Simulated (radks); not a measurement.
Results of a calculation; reference values are marked as such.
Problem. The mean radii <r> (bohr) of the occupied orbitals of an atom or ion are listed with their occupations. Level of theory: scalar-relativistic Kohn-Sham, BLYP, spin-polarised, spherical densities, finite nucleus; Fermi nuclear charge, rms radius of each element as measured or else 0.836 A^(1/3) + 0.57 fm (a radial shooting solver on a logarithmic mesh with Libxc functionals).

orbital  occ.      <r>
1s up       1  0.02781
1s down     1  0.02781
2s up       1   0.1184
2s down     1   0.1184
2p up       3   0.1033
2p down     3   0.1033
3s up       1   0.2905
3s down     1   0.2908
3p up       3   0.2822
3p down     1   0.2825

Name the element and its charge. Open shells, if any, are filled with parallel spins first.

Solution. Z = 52, tellurium, charge +36: Te36+ in [Ne] 3s2 3p4. The 1s radius gives Z: for a bare nucleus <r> = (2 gamma + 1)/(2Z) with gamma = sqrt(1 - (Z/c)^2), 0.02741 bohr for Z = 52, and screening makes it slightly larger (0.02781 here). The occupations add up to 16, and the charge is Z minus that.
